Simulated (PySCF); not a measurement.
## `C=C[Si@H](O)N(C)CC`: 4 charge schemes on one density

Species: C5H13NOSi.
Geometry (GFN2-xTB, Å), atoms numbered from 1 in this order:
```xyz
21
C5H13NOSi angstrom
C     -2.2829    1.3797   -1.1954
C     -2.2041    0.4322   -0.2763
Si    -0.9042   -0.9313   -0.2452
O     -1.4429   -2.2776    0.5079
N      0.3791   -0.4049    0.7652
C      1.2587   -1.3527    1.4061
C      0.9394    0.9156    0.6072
C      1.9711    1.0282   -0.5159
H     -1.5927    1.4211   -2.0230
H     -3.0323    2.1575   -1.1743
H     -2.9296    0.4460    0.5295
H     -0.5437   -1.3052   -1.6266
H     -2.2614   -2.6724    0.2263
H      0.7077   -2.2701    1.5864
H      1.6004   -0.9479    2.3625
H      2.1380   -1.5891    0.7973
H      1.4038    1.2113    1.5557
H      0.1167    1.6034    0.4001
H      1.5168    0.7506   -1.4634
H      2.8177    0.3725   -0.3303
H      2.3353    2.0501   -0.5848
```

Density: PBE0/pcSseg-1 (PySCF); schemes: Mulliken, IAO, Hirshfeld and ESP-fitted. Isolated species at its GFN2-xTB geometry (one conformer only).

**Question.** Give the atomic charges in each scheme.

**Answer.** In e:

| atom | environment | Mulliken | IAO | Hirshfeld | ESP-fitted |
| --- | --- | --- | --- | --- | --- |
| C1 | terminal =CH2 carbon | -0.153 | -0.276 | -0.081 | -0.239 |
| C2 | alkene CH carbon | -0.532 | -0.456 | -0.141 | -0.456 |
| Si3 | oxygen-bound silicon | +1.085 | +1.230 | +0.428 | +0.796 |
| O4 | silanol oxygen | -0.560 | -0.792 | -0.300 | -0.712 |
| N5 | silicon-bound nitrogen | -0.776 | -0.519 | -0.175 | -0.388 |
| C6 | N-methyl carbon | -0.066 | -0.301 | -0.073 | -0.338 |
| C7 | sp3 carbon bound to nitrogen | -0.056 | -0.138 | -0.025 | +0.219 |
| C8 | methyl carbon | -0.284 | -0.432 | -0.127 | -0.221 |
| H9 | vinylic hydrogen | +0.114 | +0.141 | +0.044 | +0.138 |
| H10 | vinylic hydrogen | +0.119 | +0.147 | +0.048 | +0.148 |
| H11 | vinylic hydrogen | +0.127 | +0.152 | +0.042 | +0.194 |
| H12 | Si–H hydrogen | -0.154 | -0.200 | -0.103 | -0.164 |
| H13 | hydroxyl hydrogen | +0.242 | +0.366 | +0.177 | +0.437 |
| H14 | methyl hydrogen | +0.131 | +0.159 | +0.040 | +0.160 |
| H15 | methyl hydrogen | +0.103 | +0.133 | +0.039 | +0.126 |
| H16 | methyl hydrogen | +0.094 | +0.113 | +0.029 | +0.122 |
| H17 | methylene hydrogen | +0.105 | +0.126 | +0.036 | +0.012 |
| H18 | methylene hydrogen | +0.129 | +0.137 | +0.029 | +0.001 |
| H19 | methyl hydrogen | +0.114 | +0.135 | +0.035 | +0.060 |
| H20 | methyl hydrogen | +0.112 | +0.137 | +0.037 | +0.059 |
| H21 | methyl hydrogen | +0.108 | +0.139 | +0.041 | +0.045 |

Mean size of the charges over all atoms: IAO 0.297 e, Mulliken 0.246 e, ESP-fitted 0.240 e, Hirshfeld 0.098 e. Each set sums to the total charge, 0, to within 0.001 e. The IAO scheme projects the occupied orbitals on a minimal set of polarised atomic orbitals and counts the electrons in each atom's part of it. The Mulliken scheme counts on each atom the diagonal of the density matrix times the overlap matrix over that atom's basis functions.

Lowest charge. The schemes don't all agree: Mulliken N5 (-0.776); IAO O4 (-0.792); Hirshfeld O4 (-0.300); ESP-fitted O4 (-0.712).

Highest charge. All schemes agree: Mulliken Si3 (+1.085); IAO Si3 (+1.230); Hirshfeld Si3 (+0.428); ESP-fitted Si3 (+0.796).

**Question.** Sum the charges by element, for elements with more than one atom.

**Answer.** 
```json
{"element": "C", "atoms": "5", "Mulliken": "-1.091", "IAO": "-1.604", "Hirshfeld": "-0.446", "ESP-fitted": "-1.035"}
{"element": "H", "atoms": "13", "Mulliken": "+1.342", "IAO": "+1.685", "Hirshfeld": "+0.494", "ESP-fitted": "+1.338"}
```

**Question.** How closely do the schemes follow one another over all atoms?

**Answer.** Correlation coefficient and root-mean-square difference: IAO with Hirshfeld 0.99, 0.263 e; Mulliken with IAO 0.96, 0.113 e; Hirshfeld with ESP-fitted 0.95, 0.190 e; Mulliken with Hirshfeld 0.95, 0.230 e; IAO with ESP-fitted 0.94, 0.146 e; Mulliken with ESP-fitted 0.90, 0.155 e.

**Question.** How many electrons does the Mulliken scheme count on Si3?

**Answer.** Z − q = 14 − (+1.085) = 12.915.
